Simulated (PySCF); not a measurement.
Species: C8H16NP.
SMILES with atom numbers: `[CH2:1]=[CH:2][P:3]([CH:4]=[CH2:5])[NH:6][C:7]([CH3:8])([CH3:9])[CH3:10]` (hydrogens: H11, H12 on C1; H13 on C2; H14 on C4; H15, H16 on C5; H17 on N6; H18, H19, H20 on C8; H21, H22, H23 on C9; H24, H25, H26 on C10)

Level: PBE0/pcSseg-1 in PySCF, non-relativistic, on one gas-phase PBE0-D3(BJ)/def2-SVP geometry that isn't relaxed in the solvent. The solvent is an IEF-PCM continuum (van der Waals radii × 1.2). Specific hydrogen bonds and non-electrostatic terms are outside this model.

Gas phase at PBE0/pcSseg-1: HOMO -6.29 eV, LUMO -0.38 eV, dipole 1.20 D.

**Question.** What does the continuum do to the energy, the frontier levels and the dipole at PBE0/pcSseg-1 in chloroform and dichloromethane?

**Answer.** 
```csv
solvent,ε,E(solvent) − E(gas) (kJ/mol),polarisation term (kJ/mol),distortion of the solute (kJ/mol),HOMO (eV),LUMO (eV),dipole (D)
chloroform,4.711,-12.48,-13.52,1.04,-6.33,-0.41,1.59
dichloromethane,8.93,-15.26,-16.92,1.66,-6.34,-0.42,1.71
```

The first energy column is the sum of the next two and covers electrostatics alone. From chloroform to dichloromethane the lowering changes by a factor 1.22, Onsager's factor (ε − 1)/(2ε + 1) by 1.18 and ε itself by 1.9.

**Question.** Which radius a makes the point-dipole formula ΔE = −[(ε − 1)/(2ε + 1)]·μ²/a³ give the value in dichloromethane, with the gas-phase dipole?

**Answer.** μ = 0.471 au and |ΔE| = 0.00581 Eh give a = 1.33 Å; the farthest nucleus lies 4.72 Å from the centroid of the nuclei, so such a sphere wouldn't even hold the nuclei. The formula assumes a rigid point dipole at the centre of a sphere.

**Question.** Which Mulliken charges (PBE0/pcSseg-1) respond most in chloroform (means over atoms taken as equivalent)?

**Answer.** 
```tsv
atoms	environment	gas (e)	solvent (e)	change
P3	three-coordinate phosphorus	+0.708	+0.684	-0.024
H17	N–H hydrogen	+0.196	+0.211	+0.015
C1/C5	terminal =CH2 carbon	-0.169	-0.182	-0.013
C2/C4	alkene CH carbon	-0.434	-0.446	-0.012
H11/H16	vinylic hydrogen	+0.126	+0.136	+0.010
H12/H15	vinylic hydrogen	+0.120	+0.130	+0.010
```

**Question.** How do the nuclear quadrupole coupling constants eQVzz/h respond in chloroform?

**Answer.** 
| nucleus | Q (barn) | gas (MHz) | solvent (MHz) | η gas | η solvent |
| --- | --- | --- | --- | --- | --- |
| 14N at N6 | 0.02044 | -5.89 | -5.82 | 0.07 | 0.07 |

Hardware: one thread of an AMD EPYC 9R14, no GPU, shared host. Cost: 49 s of wall time, 1.4 GiB resident at most. This is the whole shielding run at PBE0/pcSseg-1 in dichloromethane, SCF included.

Shape of the structure used: `[CH2:1]=[CH:2][P:3]([CH:4]=[CH2:5])[NH:6][C:7]([CH3:8])([CH3:9])[CH3:10]`: C1–C2–P3–C4 114°, C2–P3–C4–C5 128°, C2–P3–N6–C7 131°, P3–N6–C7–C8 -175°.
